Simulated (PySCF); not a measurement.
Worked example: dipole moment from atomic charges

Zn(H)(OMe) (CH4OZn), SMILES C[O][ZnH]. Atoms are numbered in the order given.

```xyz
7

Zn    -0.0352    -0.8149     0.0000
H     -0.3680    -2.2903     0.0000
O      0.5101     0.8781     0.0000
C     -0.2305     2.0745     0.0000
H     -0.8695     2.1725     0.8867
H      0.4657     2.9193     0.0000
H     -0.8695     2.1725    -0.8867
```
Charge 0, spin multiplicity 1.

Geometry: B3LYP-D3(BJ)/def2-TZVP.

Charges (e) from HF/def2-TZVPD (PySCF):

```json
[
 {"atom": "Zn1", "ESP fit": "0.927", "IAO": "1.315"},
 {"atom": "H2", "ESP fit": "-0.399", "IAO": "-0.504"},
 {"atom": "O3", "ESP fit": "-0.648", "IAO": "-1.013"},
 {"atom": "C4", "ESP fit": "-0.025", "IAO": "-0.094"},
 {"atom": "H5", "ESP fit": "0.041", "IAO": "0.091"},
 {"atom": "H6", "ESP fit": "0.065", "IAO": "0.113"},
 {"atom": "H7", "ESP fit": "0.041", "IAO": "0.091"}
]
```

The dipole moment of the full density is 1.28 D.

**Question.** What dipole moment does each set of point charges give, and which comes closer to that of the density?

**Answer.** 
μ = Σ q r, and 1 e Å = 4.8032 D.
ESP fit: Σ q r = (-0.252, -0.095, 0.000) e Å, |μ| = 1.29 D.
IAO: Σ q r = (-0.462, -0.277, 0.000) e Å, |μ| = 2.58 D.
ESP fit comes closer in size. Point charges leave out the atoms' own dipoles (lone pairs, polarised bonds); fits to the potential absorb them, partitions of the density don't.
